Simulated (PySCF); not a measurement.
A side-by-side comparison of computed properties.

First species: C2H11NOSi2.
SMILES: `CCO[Si@@H](N)[SiH3]`

Second species: C2H11NOSi2.
SMILES with atom numbers: `[CH3:1][CH2:2][O:3][SiH2:4][SiH2:5][NH2:6]` (hydrogens: H7, H8, H9 on C1; H10, H11 on C2; H12, H13 on Si4; H14, H15 on Si5; H16, H17 on N6)

Levels: CAM-B3LYP/def2-SVPD for dipole moment, HOMO energy, LUMO energy, HOMO–LUMO gap, static isotropic polarisability and electronic spatial extent ⟨r²⟩ about the centre of nuclear charge; TDDFT CAM-B3LYP/def2-SVPD for lowest singlet excitation; TDA CAM-B3LYP/def2-SVPD for lowest triplet excitation (Tamm–Dancoff); ΔSCF CAM-B3LYP/def2-SVPD for vertical ionisation energy; PBE0-D3(BJ)/def2-SVP for rotational constant A and rotational constant C. Geometries: PBE0-D3(BJ)/def2-SVP. Each species is one conformer at its optimised geometry, gas phase, non-relativistic unless stated; the electronic structure was computed with PySCF and density fitting.

Dipoles, sizes and rotational constants follow the conformer. The torsions of the flexible species, by atom-mapped SMILES:
- `[CH3:1][CH2:2][O:3][Si@@H:4]([NH2:5])[SiH3:6]`: C1–C2–O3–Si4 -171°, C2–O3–Si4–N5 59°, H–N5–Si4–O3 67°, H–N5–Si4–O3 -92°
- `[CH3:1][CH2:2][O:3][SiH2:4][SiH2:5][NH2:6]`: C1–C2–O3–Si4 82°, C2–O3–Si4–Si5 171°, O3–Si4–Si5–N6 -174°, H–N6–Si5–Si4 -167°, H–N6–Si5–Si4 55°

```
                                                         property    column X    column Y
                                                    dipole moment      2.19 D      1.06 D
                                                      HOMO energy    -8.90 eV    -8.64 eV
                                                      LUMO energy     0.92 eV     0.55 eV
                                                    HOMO–LUMO gap     9.82 eV     9.19 eV
                                        lowest singlet excitation     6.51 eV     5.80 eV
                         lowest triplet excitation (Tamm–Dancoff)     5.99 eV     5.38 eV
                                  static isotropic polarisability     94.9 au     94.3 au
                                       vertical ionisation energy     9.60 eV     9.42 eV
electronic spatial extent ⟨r²⟩ about the centre of nuclear charge  1316 bohr²  1511 bohr²
                                            rotational constant A   3.427 GHz   7.515 GHz
                                            rotational constant C   0.939 GHz   0.791 GHz
```

(1) Which column belongs to which species?

(2) How does each property change from the first species to the second?

## Answers

(1) Column X is the first species and column Y the second. The first has 17 atoms and 66 electrons, the second 17 and 66.

(2) dipole moment -1.13 D; HOMO energy +0.26 eV; LUMO energy -0.37 eV; HOMO–LUMO gap -0.63 eV; lowest singlet excitation -0.71 eV; lowest triplet excitation (Tamm–Dancoff) -0.61 eV; static isotropic polarisability -0.6 au; vertical ionisation energy -0.18 eV; electronic spatial extent ⟨r²⟩ about the centre of nuclear charge +195 bohr²; rotational constant A +4.088 GHz; rotational constant C -0.148 GHz.

On the first: The polarisability is 14.06 Å³ as a volume (1 au = 0.148185 Å³), or 1.44 au for each of the 66 electrons. The principal polarisabilities are 83.7, 92.2 and 108.7 au; their mean is the isotropic value.

On the second: In atomic units the dipole is 0.42 e·bohr (1 au = 2.5417 D). In wavenumbers S1 is 46800 cm⁻¹ (1 eV = 8065.54 cm⁻¹).
